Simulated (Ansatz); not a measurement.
Basis-set extrapolation for C2H8S2Si (`[SiH3]CCSS`) (PBE0-D4/def2-TZVP geometry, frozen core, Ansatz 0.2.0). Multiplicity 1, RHF reference.

```json
{"": "HF", "def2-TZVPP": "-1164.449495", "def2-QZVPP": "-1164.484906"}
{"": "MP2 correlation", "def2-TZVPP": "-0.835333", "def2-QZVPP": "-0.899105"}
{"": "CCSD(T) correlation", "def2-TZVPP": "-0.946861", "def2-QZVPP": "not run"}
```

Energies in hartree. Use E(X) = E(∞) + A·exp(−7.88·√X) for Hartree–Fock and E(X) = E(∞) + B·X^(−2.97) for correlation, with X = 3 and 4, and add CCSD(T) minus MP2 of the smaller set to the MP2 limit.

Task: What is the CCSD(T) energy at the basis-set limit?

Result: HF limit: -1164.484906 + (-0.035411) × 0.13774 = -1164.48978. MP2 limit: -0.899105 + (-0.063772) × 0.74074 = -0.94634. Higher-order term: -0.946861 − (-0.835333) = -0.11153. Total: -1165.54765 hartree, 397.2 kJ/mol below CCSD(T)/def2-TZVPP.
